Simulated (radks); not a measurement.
Values are calculated unless marked as measured or tabulated.
Exchange energies: the exact (Fock) value of the Kohn-Sham orbitals and density-functional approximations, as 100 (|E| - |E exact|)/|E exact|, negative where the magnitude is too small. Species: Kr [Kr]; La3+ [Xe]; B+ [He] 2s2. Level of theory: non-relativistic Kohn-Sham, PBE, spin-polarised, spherical densities, point nucleus (a radial shooting solver on a logarithmic mesh with Libxc functionals). Every spin shell is full or empty, so the densities are truly spherical. Functionals are evaluated on that one density, not self-consistently.

| functional | Kr | La3+ | B+ |
|---|---|---|---|
| exact (hartree) | -93.7540 | -193.720 | -3.48367 |
| LDA | -5.51 | -4.63 | -12.96 |
| B88 | +0.07 | +0.02 | -0.16 |
| RPBE | -0.15 | -0.25 | +0.64 |
| WC | -0.95 | -0.82 | -3.04 |
| AM05 | -5.07 | -4.33 | -10.19 |
| B86b | +0.07 | -0.02 | -0.10 |
| APBE | +0.44 | +0.27 | +0.62 |
| TPSS | -0.09 | -0.34 | +0.50 |
| revTPSS | -0.80 | -0.94 | +0.30 |
| SCAN | +0.27 | +0.13 | -0.26 |
| r2SCAN | 0.00 | -0.14 | -0.32 |
| MS2 | -0.42 | -0.62 | +0.59 |
| Tao-Mo | -0.65 | -0.83 | +0.66 |
| MVS | +0.06 | +0.05 | -0.46 |
